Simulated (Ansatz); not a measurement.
IBr (iodine monobromide): the vertical energy of the triplet above the singlet from total energies

The species is IBr (2 atoms), meant as a singlet with charge 0. As SMILES, `BrI`. Geometry: relaxed at PBE0-D4/def2-TZVP.

```xyz
2

Br    0.0000    0.0000   -0.0029
I     0.0000    0.0000    2.4609
```

Both states at this one shape; open shells run unrestricted unless said. 1 Eh = 27.2114 eV.

```
        level  program  singlet IBr (Eh)  triplet IBr (Eh)
r2SCAN/STO-3G   Ansatz      -9399.118175      -9399.017726
 BHLYP/STO-3G   Ansatz      -9399.162343      -9399.050880
```

Question: Work out the vertical gap, second state less first, at each level.

Answer: 
1. r2SCAN/STO-3G: -9399.017726 − (-9399.118175) = 0.100449 Eh = 2.73 eV.
2. BHLYP/STO-3G: -9399.050880 − (-9399.162343) = 0.111463 Eh = 3.03 eV.

No measured value is set beside it here; the levels span 2.73 to 3.03 eV. Spin-orbit coupling, which splits open shells on such heavy atoms by tenths of an eV, is left out. Minimal sets are far from the basis-set limit. All-electron rows are non-relativistic unless named.
